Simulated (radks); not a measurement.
Values are calculated unless marked as measured or tabulated.
Problem. The arsenic ion As4+, [Ar] 3d10 4s1. Level of theory: non-relativistic Kohn-Sham, LDA (Slater exchange, Perdew-Wang correlation), spin-polarised, spherical densities, point nucleus (a radial shooting solver on a logarithmic mesh with Libxc functionals). Every spin shell is full or empty, so the densities are truly spherical. Functionals are evaluated on that one density, not self-consistently. Rank these exchange functionals by their error against the exact value of the orbitals, and give that value: LDA, PBEsol, revPBE, PW91, OPTX, WC, AM05, B86b, G96, EV93, APBE, revTPSS, SCAN, TASK, MVS.

Solution. Exact: -80.1222 hartree. From best to worst, with 100 (|E| - |E exact|)/|E exact| (equal figures are ties): MVS +0.08, PW91 +0.11, revPBE -0.11, B86b +0.17, EV93 +0.23, SCAN +0.30, G96 +0.42, APBE +0.54, revTPSS -0.69, OPTX +0.93, WC -0.93, TASK -2.41, PBEsol -2.52, AM05 -5.17, LDA -5.69.
